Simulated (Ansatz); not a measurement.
Cost and result up the ladder for (KNH2)4 ring (K₄N₄H₈) (16 atoms). The state is a singlet with charge 0. Geometry: PBE0-D4/def2-SVP.

```xyz
16

K    -1.744   -2.681    0.434
K     2.421   -1.306    1.744
K     1.765    2.669   -0.470
K    -2.412    1.301   -1.753
N     0.607   -3.246    1.552
N     3.200    1.183    1.211
N    -0.423    3.063   -1.936
N    -3.380   -1.002   -0.831
H     1.024   -4.052    1.067
H     0.443   -3.646    2.486
H     4.177    1.165    0.888
H     3.300    1.695    2.099
H    -0.157    3.162   -2.925
H    -0.795    4.003   -1.742
H    -4.185   -0.804   -0.221
H    -3.841   -1.504   -1.602
```

Ansatz on 4 threads of Intel Xeon 6975P-C on a shared host. Times are rough, and most runs start from the orbitals of an earlier one. r2SCAN0-D4/def2-TZVP serves as the yardstick here, not as an exact answer. Differences are given only for rows in sets of like size (and for xTB, whose basis is part of the method), since another set adds its own error. Binding counts from free atoms at the same level (K doublet, N quartet, H doublet; other spins of the atoms weren't run), without zero-point energy or a counterpoise term.

Correlated methods freeze 24 core orbitals; core or outer-core shells of K are correlated, in sets that lack core-valence functions. Another isomer (singlet) lies 1.07 eV lower at PBE0-D4/def2-TZVP; other spin states weren't run for this one.

Correlated methods converge slowly with the basis.

```tsv
level	functions	wall time	binding energy per atom (eV)	difference from r2SCAN0-D4/def2-TZVP (eV)
HF/STO-3G	80	0.35 s	1.83	–
PBE-D4/def2-SVP	192	2 s	2.85	–
PBE0-D4/def2-SVP	192	3.2 s	2.76	–
PBE-D4/def2-TZVP (with forces)	304	3.7 s	2.86	0.16
BLYP-D4/def2-TZVP	304	4 s	2.85	0.15
r2SCAN-D4/def2-TZVP	304	5.5 s	2.77	0.07
PBE0-D4/def2-TZVP	304	6 s	2.76	0.06
MP2/def2-TZVP	304	6 s	2.66	-0.04
r2SCAN0-D4/def2-TZVP	304	8.5 s	2.70	0.00
```
